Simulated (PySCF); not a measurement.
Species: C3H9NSi2.
Geometry (GFN2-xTB, Å), atoms numbered from 1 in this order:
```
atom  x, y, z in Å
C1     2.292   -0.882   -1.761
C2     1.444   -0.428   -1.039
Si3    0.069    0.218    0.037
C4     0.506   -0.143    1.855
N5     0.212    1.939   -0.121
Si6   -1.950   -0.748   -0.591
H7     3.047   -1.268   -2.385
H8    -0.251    0.249    2.529
H9     0.580   -1.212    2.032
H10    1.457    0.303    2.130
H11    0.157    2.357   -1.036
H12   -0.231    2.536    0.558
H13   -2.440   -1.733    0.380
H14   -1.875   -1.431   -1.886
H15   -3.023    0.250   -0.724
```

Computed with PySCF 2.14.0, density-fitted response routines, TDDFT wB97X-D/def2-SVPD, vertical, gas phase, core orbitals frozen in the response.

Transition dipole moments from the ground state, in atomic units and in the frame of the coordinates above (overall signs are arbitrary), for the states with f of 0.002 or more among the lowest 7:

| state | E (eV) | μx | μy | μz |
| --- | --- | --- | --- | --- |
| S1 | 5.760 | -0.097 | -0.319 | 0.074 |
| S2 | 6.095 | -0.036 | 0.050 | 0.280 |
| S3 | 6.136 | -0.315 | -0.138 | 0.290 |
| S4 | 6.392 | 0.132 | 0.112 | 0.122 |
| S5 | 6.450 | 0.101 | -0.086 | -0.068 |
| S6 | 6.992 | -0.477 | 0.118 | -0.140 |
| S7 | 7.345 | -0.721 | -0.399 | -0.238 |

Problem. What oscillator strength does each state have?

Solution. f = (2/3) ΔE |μ|² with ΔE in hartree (27.2114 eV).

```
state  |μ|² (au)  |μ| (D)      f
   S1      0.117     0.87  0.016
   S2      0.082     0.73  0.012
   S3      0.203     1.14  0.030
   S4      0.045     0.54  0.007
   S5      0.022     0.38  0.004
   S6      0.262     1.30  0.045
   S7      0.736     2.18  0.132
```

Problem. Which bond between heavy atoms lies closest to the direction of the S7 transition dipole?

Solution. Si3–Si6, at 3° from it; next Si3–N5 at 60°.

Problem. What angle do the transition dipoles of S3 and S6 make?

Solution. |cos θ| = |μa·μb| / (|μa| |μb|) = 0.41, so θ ≈ 66° (taken between 0 and 90°, since the signs are arbitrary).

Problem. How is the summed strength of these states shared among x, y and z?

Solution. (2/3) Σ ΔE μα² gives 0.153 for x, 0.052 for y and 0.042 for z, 0.247 in all.

Problem. What peak molar absorption coefficient would the strongest computed level give as a lone Gaussian band 0.4 eV wide at half height?

Solution. ε(max) = 2.175×10⁸ f / FWHM, with the width in cm⁻¹. S7: 2.175×10⁸ × 0.1324 / 3226 ≈ 8900 L mol⁻¹ cm⁻¹.

Time: 74 s (grids of density and orbitals included); peak memory 0.85 GiB. Hardware: one thread, Arm Neoverse N1 (aarch64) (shared host).

One conformer stands for the species.
